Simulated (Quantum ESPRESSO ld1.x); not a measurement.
Co, 27 electrons, occupied as [Ne] 3s2 3p4 3d7 4s2 5s2 (not the ground configuration). All-electron calculation, non-relativistic Kohn-Sham, BLYP, spin-unpolarised, spherical densities, point nucleus. Program: ld1.x of Quantum ESPRESSO 7.5. Some entries of the table are withheld. Estimate them.

orbital,occ.,eigenvalue (eV),<1/r> (bohr^-1)
1s,2,-7553.92,26.52
2s,2,(1),5.711
2p,6,-797.714,(2)
3s,2,-125.688,1.838
3p,4,-90.6150,1.724
3d,7,(3),1.440
4s,2,-15.7611,0.5822
4p,0,-8.8745,0.4828
5s,2,-2.3430,0.2066
4d,0,-1.3099,0.2427

Answer. 
(1) 2s eigenvalue (eV): -913.231
(2) 2p <1/r> (bohr^-1): 5.671
(3) 3d eigenvalue (eV): -32.2708
